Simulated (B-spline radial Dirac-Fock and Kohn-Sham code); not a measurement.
Dipole and non-dipole photoemission parameters of V⁴⁺ 2p3/2

System: the V⁴⁺ ion, [Ar] 3d1; threshold 585.5 eV (orbital energy of the model). These are calculated numbers from a radial atomic solver; the model is Dirac-Hartree-Slater photoionisation with a Latter tail; cross sections with all multipoles, angular parameters from the dipole term and its interference with E2.

Input file task.json (cfg lists n, l and occupation; rrms is the nuclear radius in fm):

```json
{"items": [{
  "Z": 23,
  "q": 4,
  "cfg": [[1, 0, 2], [2, 0, 2], [2, 1, 6], [3, 0, 2], [3, 1, 6], [3, 2, 1]],
  "A": 51,
  "rrms": 3.6002,
  "do": "xps",
  "hv": [56.9, 79.5, 80, 87.5, 106.0, 189.0, 198.0, 278.0, 284.0, 600, 670.0, 678.0, 1000, 1150.0, 1253.6, 1440.0, 1570.0, 2710.0, 2750.0, 2820.0, 3330.0, 3650.0, 3660.0, 3840.0, 5414.7, 6000, 8400.0, 11000.0, 12000, 15000]
}]}
```

Launch: `python xray2_run.py task.json out`

For linearly polarised light dσ/dΩ = σ/(4π) [1 + β P₂(cos θ) + (δ + γ cos²θ) sin θ cos φ], with θ from the polarisation vector and φ the angle between the beam and the projection of the electron momentum on the plane normal to the polarisation.

```
hν (eV)  σ (kb)      β       γ      δ
    600     909  0.933  -0.109  0.004
    670     727  1.241  -0.067  0.011
    678     706  1.259  -0.061  0.012
   1000       ?      ?       ?      ?
   1150     179  1.472   0.258  0.024
 1253.6     141  1.465   0.312  0.026
   1440    95.2  1.443   0.398  0.030
   1570    74.2  1.425   0.451  0.033
   2710    14.4  1.238   0.768  0.061
   2750    13.7  1.232   0.776  0.062
   2820    12.7  1.221   0.790  0.064
   3330    7.51  1.146   0.876  0.078
   3650    5.60  1.103   0.921  0.086
   3660    5.55  1.102   0.922  0.086
   3840    4.75  1.079   0.945  0.091
 5414.7    1.53  0.910   1.100  0.133
   6000    1.08  0.859   1.141  0.148
   8400   0.341  0.694   1.268  0.206
  11000   0.131  0.568   1.356  0.264
  12000  0.0962  0.529   1.381  0.284
  15000  0.0429  0.433   1.440  0.342
```

Question: Give the values at 1000 eV.

Answer: σ = 262 kb, β = 1.470, γ = 0.170, δ = 0.021.
